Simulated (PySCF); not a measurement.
Cl2GaHS, SMILES [SH][Ga]([Cl])[Cl]. Atoms are numbered in the order given.

```xyz
5

Ga    -0.0150     0.0060     0.0000
Cl    -1.3182     1.6897     0.0000
Cl     2.0919     0.3509     0.0000
S     -0.8191    -2.0191     0.0000
H      0.4164    -2.5696     0.0000
```
Charge 0, spin multiplicity 1.

Geometry optimised at PBE0-D3(BJ)/def2-SVP. The values are those of a single conformer.

Calculation: PBE/def2-TZVP run with PySCF.

ESP charges are fitted to the potential on shells at 1.4 to 2.0 van der Waals radii. Atomic charges (e):

| atom | ESP fit | meta-Löwdin | Löwdin |
|---|---|---|---|
| Ga1 | 0.38 | 0.56 | -0.70 |
| Cl2 | -0.15 | -0.24 | 0.22 |
| Cl3 | -0.19 | -0.25 | 0.21 |
| S4 | -0.21 | -0.21 | 0.19 |
| H5 | 0.16 | 0.13 | 0.08 |
